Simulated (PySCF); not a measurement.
## Diatomics of Sc with the chalcogens

r²SCAN with triple-zeta basis sets in PySCF, for the lowest determinant that a PBE0 search found; no spin–orbit coupling. De refers to high-spin ground-configuration atoms. A positive dipole means M(−)Sc(+).

```csv
M,basis,state (unpaired electrons),Re (Å),ωe (cm⁻¹),De (eV),μ (D)
O,x2c-TZVPPall,doublet (σ ↑),1.659,1006,n/a,3.66
S,def2-TZVPP,doublet (σ ↑),2.130,577,n/a,5.19
Se,x2c-TZVPPall,doublet (σ ↑),2.259,430,n/a,5.44
```

The shortest bond is that of ScO (1.659 Å), the longest that of ScSe (2.259 Å).

The rows differ in basis set, which adds steps of its own.

Relativity is treated differently too: O spin-free X2C; S no relativity; Se spin-free X2C.

De is n/a where a free atom or ion gave no sound limit at this level.

Down a group bonds as a rule get longer and wavenumbers fall, partly through the reduced mass; this series shows no clear exception.

Spin–orbit coupling is left out. With d or f electrons several states lie close, and the lowest PBE0 determinant need not be the measured ground state.
